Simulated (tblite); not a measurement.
Compound: C9H16P (charge +1).
Atom-mapped SMILES: `[CH3:1][C:2]#[C:3][P@H+:4]1[C@H:5]([CH2:6][CH3:7])[C@@H:8]1[CH2:9][CH3:10]` (hydrogens: H11, H12, H13 on C1; H14 on P4; H15 on C5; H16, H17 on C6; H18, H19, H20 on C7; H21 on C8; H22, H23 on C9; H24, H25, H26 on C10)

Cartesian coordinates in Å at the GFN2-xTB level; atoms count from 1:
```xyz
26
C9H16P angstrom
C      4.4676   -1.6472   -0.8998
C      3.1227   -1.1833   -0.8047
C      1.9765   -0.7997   -0.7264
P      0.3552   -0.2435   -0.5779
C     -0.6666   -0.8343    0.7998
C     -2.1359   -1.1947    0.6572
C     -2.6594   -1.1552   -0.7738
C     -0.1828    0.6302    0.9135
C     -1.1263    1.8037    0.7988
C     -0.3722    3.0656    0.3953
H      5.0810   -1.1720   -0.1347
H      4.8749   -1.4015   -1.8803
H      4.4986   -2.7279   -0.7627
H     -0.2787    0.0876   -1.7437
H     -0.1150   -1.5078    1.4546
H     -2.2763   -2.2029    1.0479
H     -2.7243   -0.5183    1.2806
H     -2.0806   -1.8269   -1.4090
H     -3.6949   -1.4846   -0.7930
H     -2.6264   -0.1493   -1.1917
H      0.6102    0.7864    1.6435
H     -1.6032    1.9558    1.7702
H     -1.9128    1.5981    0.0713
H      0.3835    3.3171    1.1350
H     -1.0575    3.9036    0.3099
H      0.1216    2.9236   -0.5666
```

Level: GFN2-xTB in tblite, geometry and Hessian alike; calculated harmonic values, unscaled, isolated species. Errors from tens to a few hundred cm⁻¹ against measured bands are possible. Modes of hydrogen on phosphorus can be 10 to 20 % off. One conformer, not necessarily the lowest. The optimisation stopped once no atom felt more than 0.01 eV/Å.

Lowest wavenumbers of the output (negative numbers stand for imaginary wavenumbers):
```
mode    cm-1
  1     -34.5
  2      44.6
  3      64.6
  4      70.0
  5      91.3
  6     134.8
  7     174.3
  8     192.6
  9     206.1
 10     243.8
```

Question: Is this structure a minimum?

Answer: Not by this Hessian. 1 mode is imaginary beyond 20i (34i cm⁻¹), so at this level the point lies at or near a first-order saddle. The curvature is small, so loose convergence or finite differences may be the whole cause.

Question: Which atoms move in the imaginary mode?

Answer: 34i: H13 (methyl hydrogen) 33 %, H11 (methyl hydrogen) 33 %, H12 (methyl hydrogen) 33 %. These are shares of the mass-weighted motion.

Question: What is the remedy?

Answer: Step along that mode in both directions, optimise again with tighter thresholds and repeat the frequencies. The zero-point energy of this point (138.0 kcal/mol) counts the 71 real modes alone, and thermal corrections from it aren't those of a minimum.
